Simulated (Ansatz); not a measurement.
Geometry optimisation, Ansatz, RHF/6-31G*.

input.yaml

```yaml
crystal:
  periodic: [false, false, false]
  atoms:
    - { symbol: Si, position_ang: [-0.089319, -0.152593, -0.003905] }
    - { symbol: F, position_ang: [-0.054167, -0.209059, 1.58155] }
    - { symbol: O, position_ang: [1.410712, -0.183864, -0.60513] }
    - { symbol: H, position_ang: [1.775951, -1.029304, -0.823917] }
    - { symbol: O, position_ang: [-0.848793, 1.192018, -0.479576] }
    - { symbol: H, position_ang: [-1.646298, 1.085865, -0.977695] }
    - { symbol: O, position_ang: [-0.906117, -1.479767, -0.486009] }
    - { symbol: H, position_ang: [-1.312154, -2.017326, 0.179514] }
    - { symbol: H, position_ang: [1.173256, 1.962799, 1.032431] }
    - { symbol: H, position_ang: [1.02653, 1.629432, 1.629638] }
basis:
  gaussian: { orbitals: "6-31G*" }
hamiltonian:
  xc: hf
relax:
  f_tol: 0.03
  max_steps: 50
```

Run as:

```bash
$ ansatz run input.yaml --threads 1 --pin off --max-ram 2048MiB --backend cpu --events-out ev --progress --plain --runs-dir out
```

Problem. Where does it end, and by what steps?

Solution. The run converged. The force dipped under the threshold on the way, but the program's further checks kept it going. After 34 steps the energy has fallen by 0.338 eV; H9 moved furthest, 1.96 Å.

```
step  energy less start (eV)  largest force component (eV/Å)  accepted
   0                  0.0000                           1.027       yes
   2                 -0.1977                           0.092       yes
   4                 -0.2426                           0.056       yes
   6                 -0.2598                           0.394       yes
   8                 -0.3060                           0.248       yes
  10                 -0.3246                           0.198       yes
  12                 -0.3274                           0.111       yes
  14                 -0.3278                           0.134       yes
  16                 -0.3307                           0.054       yes
  18                 -0.3316                           0.027       yes
  20                 -0.3324                           0.067       yes
  22                 -0.3335                           0.211        no
  24                 -0.3345                           0.163       yes
  26                 -0.3352                           0.066       yes
  28                 -0.3362                           0.083       yes
  30                 -0.3372                           0.036       yes
  32                 -0.3375                           0.036       yes
  34                 -0.3378                           0.020       yes
```

```xyz
10
Properties=species:S:1:pos:R:3
Si -0.266 -0.394 -0.289
F 0.157 0.140 1.137
O 0.985 -0.481 -1.312
H 1.503 -1.274 -1.318
O -1.338 0.675 -0.857
H -1.370 0.820 -1.792
O -0.837 -1.903 -0.093
H -1.461 -2.076 0.598
H 1.754 2.931 2.631
H 1.403 2.360 2.341
```

Whether the end is a true minimum wasn't checked by a vibrational analysis.

Time of the run: 110 s on 1 thread of Arm Neoverse N1 (shared host), peak memory 0.16 GiB.
